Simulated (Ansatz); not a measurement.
Input and output for H₃SSb, SMILES `[SH][SbH2]`.

```yaml
crystal:
  periodic: [false, false, false]
  atoms:
    - {symbol: S, position_ang: [0.495193, -0.808269, 1.178667]}
    - {symbol: Sb, position_ang: [-0.166560, 0.212099, -0.920531]}
    - {symbol: H, position_ang: [0.965916, -1.912349, 0.578253]}
    - {symbol: H, position_ang: [-1.710939, 0.685248, -0.357827]}
    - {symbol: H, position_ang: [0.466390, 1.749572, -0.519962]}
basis:
  gaussian: {orbitals: def2-TZVPP}
total_charge: -1
magnetization: {spin_polarized: true, initial_magnetization: 1}
hamiltonian: {xc: {name: HF}, dispersion: d4}
output: {forces: true}
```

```sh
$ ansatz run in.yaml --threads 2 --pin off --events-out ev --progress --plain --max-ram 4352MiB
```

Output, abridged:

```
Functional definition: HF
1063 factors; their error is unknown
mean field evaluation 1: about -17372.8306 eV, gradient 1.3e1 eV
mean field evaluation 2: about -17373.8434 eV, gradient 7.0e0 eV
mean field evaluation 4: about -17374.0931 eV, gradient 6.1e-1 eV
mean field evaluation 8: about -17374.1033 eV, gradient 1.5e-1 eV
mean field evaluation 16: about -17374.8364 eV, gradient 7.4e-4 eV
mean field -17374.83636399 eV, -638.5134592896 hartree, gradient 1.7e-5 eV, S^2 0.764330; 2 other end points of the search recorded, 0 dependent functions left out
reference -17374.83636399 eV, -638.5134592896 hartree; 22, 21 occupied and 112, 113 virtual orbitals, 1063 factors
Total energy: -17375.27821002 eV, -638.5296968317 hartree
Atom 0 at     0.495193    -0.808269     1.178667 Å, force     1.020398    -1.619464     2.950094 eV/Å
Atom 1 at    -0.166560     0.212099    -0.920531 Å, force    -1.069527     1.582663    -3.634044 eV/Å
Atom 2 at     0.965916    -1.912349     0.578253 Å, force    -0.209287     0.477236     0.185864 eV/Å
Atom 3 at    -1.710939     0.685248    -0.357827 Å, force     0.008913    -0.276145     0.250162 eV/Å
Atom 4 at     0.466390     1.749572    -0.519962 Å, force     0.249502    -0.164289     0.247924 eV/Å
Dipole moment:     0.050723    -0.139202    -0.197058 e Å
```

Run time 4 s (2 threads of an Arm Neoverse V1 on a shared host); peak host memory 0.32 GiB.
